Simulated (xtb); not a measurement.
HgI₂, singlet, at a GFN2-xTB geometry of the parent state (such geometries of metal compounds can be far from the true shape); GFN0-xTB run with xtb.

Here is a job for xtb.
```
$ xtb mol.xyz --gfn 0 --chrg 0 --uhf 0 --json

# file mol.xyz
3

Hg     0.00000000     0.00000000     0.00000000
I      0.00000000     0.00000000     2.68280601
I     -0.00000000    -0.00000000    -2.68280601
```

Question: Predict the main parts of the log of this xtb run.

Answer: 
```
   ID    Z sym.   atoms
    1   80 Hg     1
    2   53 I      2, 3

           -------------------------------------------------
          |                Calculation Setup                |
           -------------------------------------------------

           -------------------------------------------------
          |                 G F N 0 - x T B                 |
           -------------------------------------------------

          ...................................................
          :                      SETUP                      :
          :.................................................:
          :  # basis functions                  24          :
          :  # atomic orbitals                  22          :
          :  # shells                            8          :
          :  # electrons                        16          :
          :  electronic temp.          300.0000000     K    :
          :  accuracy                    1.0000000          :
          :  -> integral cutoff          0.2500000E+02      :
          :  -> integral neglect         0.1000000E-07      :
          ...................................................

         :::::::::::::::::::::::::::::::::::::::::::::::::::::
         ::                     SUMMARY                     ::
         :::::::::::::::::::::::::::::::::::::::::::::::::::::
         :: total energy              -7.966562842492 Eh    ::
         :: gradient norm              0.002781493868 Eh/a0 ::
         :: HOMO-LUMO gap              3.738388562492 eV    ::
         ::.................................................::
         :: H0 energy                 -7.960684958273 Eh    ::
         :: repulsion energy           0.014545928201 Eh    ::
         :: electrostat energy        -0.019711021950 Eh    ::
         :: -> Gsolv                   0.000000000000 Eh    ::
         ::    -> Gsasa                0.000000000000 Eh    ::
         ::    -> Gshift               0.000000000000 Eh    ::
         :: dispersion energy         -0.000712790470 Eh    ::
         :: short-range corr.          0.000000000000 Eh    ::
         :: add. restraining           0.000000000000 Eh    ::
         :: total charge              -0.000000000000 e     ::
         :::::::::::::::::::::::::::::::::::::::::::::::::::::

           -------------------------------------------------
          |                Property Printout                |
           -------------------------------------------------

    * Orbital Energies and Occupations

         #    Occupation            Energy/Eh            Energy/eV
      -------------------------------------------------------------
         1        2.0000           -0.6591568             -17.9366
         2        2.0000           -0.6549846             -17.8230
         3        2.0000           -0.4972199             -13.5300
         4        2.0000           -0.4402098             -11.9787
         5        2.0000           -0.4362264             -11.8703
         6        2.0000           -0.4362264             -11.8703
         7        2.0000           -0.4281593             -11.6508
         8        2.0000           -0.4281593             -11.6508 (HOMO)
         9                         -0.2907761              -7.9124 (LUMO)
        10                         -0.1000007              -2.7212
        11                         -0.1000007              -2.7212
        12                         -0.0507130              -1.3800
        13                         -0.0507130              -1.3800
        14                         -0.0503674              -1.3706
        15                         -0.0503674              -1.3706
        16                         -0.0486770              -1.3246
        17                         -0.0486770              -1.3246
        18                         -0.0459491              -1.2503
        19                          0.1462427               3.9795
       ...                                ...                  ...
        22                          2.3467133              63.8573
      -------------------------------------------------------------
                  HL-Gap            0.1373833 Eh            3.7384 eV
             Fermi-level            0.0000000 Eh            0.0000 eV

     #   Z          covCN         q      C6AA      α(0)
     1  80 Hg       1.763     0.176   273.545    28.837
     2  53 I        0.882    -0.088   376.810    33.531
     3  53 I        0.882    -0.088   376.810    33.531

 Mol. C6AA /au·bohr⁶  :       3062.805487
 Mol. C8AA /au·bohr⁸  :     288998.777444
 Mol. α(0) /au        :         95.899081

Wiberg/Mayer (AO) data.
largest (>0.10) Wiberg bond orders for each atom

 ---------------------------------------------------------------------------
     #   Z sym  total        # sym  WBO       # sym  WBO       # sym  WBO
 ---------------------------------------------------------------------------
     1  80 Hg   1.899 --     2 I    0.949     3 I    0.949
     2  53 I    0.949 --     1 Hg   0.949
     3  53 I    0.949 --     1 Hg   0.949
 ---------------------------------------------------------------------------

Topologies differ in total number of bonds
Writing topology from bond orders to xtbtopo.mol

 dipole moment from electron density (au)
     X       Y       Z
   0.0000   0.0000  -0.0000  total (Debye):    0.000

           -------------------------------------------------
          | TOTAL ENERGY               -7.966562842492 Eh   |
          | GRADIENT NORM               0.002781493868 Eh/α |
          | HOMO-LUMO GAP               3.738388562492 eV   |
           -------------------------------------------------

normal termination of xtb
```
